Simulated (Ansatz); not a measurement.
Total energies of Cd₁₃Te₁₂Cl₂ from Ansatz at PBE-D4/def2-TZVP, gas phase (1 Eh = 27.2114 eV = 2625.5 kJ/mol). The reference geometry is relaxed at PBE-D4/def2-SVP.

Cartesian coordinates in Å:
```
Te 5.595 2.265 -1.423
Te 1.248 4.683 -2.627
Te 5.340 -0.460 3.106
Te 0.797 -0.106 5.453
Te 1.317 2.109 1.325
Te 1.393 0.015 -2.726
Te 1.150 -2.449 1.427
Te -2.584 -0.897 -0.677
Te -2.527 1.763 -4.569
Te -1.492 -3.228 -5.072
Te -2.988 -3.015 3.516
Te -1.786 -5.916 -0.523
Cd 5.122 0.852 0.791
Cd -0.088 3.736 -0.400
Cd 2.972 2.472 -1.964
Cd 0.002 2.388 -3.588
Cd -0.303 1.456 3.455
Cd 2.673 -0.681 3.345
Cd -0.417 -1.989 3.801
Cd -2.874 1.587 -1.832
Cd -3.092 -0.691 2.024
Cd 0.230 -0.220 -0.119
Cd -1.541 -4.282 -2.620
Cd -1.187 -0.742 -4.100
Cd -1.495 -3.883 1.210
Cl -2.635 3.630 -0.323
Cl -2.827 1.601 3.112
```

| state | geometry | energy (Eh) |
| --- | --- | --- |
| charge 0 singlet | reference | -6318.74935 |
| charge 1 doublet | reference | -6318.51778 |
| charge -1 doublet | reference | -6318.84231 |
| free Te atom (triplet) | – | -267.97310 |
| free Cd atom (singlet) | – | -167.78889 |
| free Cl atom (doublet) | – | -459.95840 |

In the def2 sets Cd, Te take a core potential; there is no spin–orbit coupling. Single mean-field runs in def2-TZVP are fitted with def2-universal-jkfit.

Problem. Work out the vertical ionisation energy to the doublet.

Solution. E(charge 1 doublet) − E(charge 0 singlet) = -6318.51778 − (-6318.74935) = 0.23157 Eh = 6.30 eV. For comparison, −ε of the highest occupied level is 5.00 eV at this level, 1.30 eV less.

Problem. Work out the vertical electron affinity, to the doublet.

Solution. E(charge 0 singlet) − E(charge -1 doublet) = -6318.74935 − (-6318.84231) = 0.09296 Eh = 2.53 eV. The basis lacks diffuse functions, which makes affinities too small.

Problem. Give the fundamental gap IE − EA, the Mulliken electronegativity (IE + EA)/2 and the hardness (IE − EA)/2.

Solution. From the values in Eh: IE − EA = 0.23157 − 0.09296 = 0.13861 Eh = 3.77 eV; (IE + EA)/2 = 4.42 eV; (IE − EA)/2 = 1.89 eV. The HOMO–LUMO gap of the same run is 1.31 eV, 2.46 eV smaller than the fundamental gap.

Problem. What is the binding energy per atom against free atoms?

Solution. Atoms: 12 × (-267.97310) + 13 × (-167.78889) + 2 × (-459.95840) = -6316.84957 Eh. Binding: -6316.84957 − (-6318.74935) = 1.89978 Eh = 51.70 eV, or 1.91 eV for each of 27 atoms (no zero-point energy, no counterpoise term).

At PBE-D4/def2-TZVP the gap within one spin of the charge 1 doublet nearly closes, so an electron or hole may be smeared out by delocalisation error. At PBE-D4/def2-TZVP the gap within one spin of the charge -1 doublet nearly closes, so an electron or hole may be smeared out by delocalisation error.
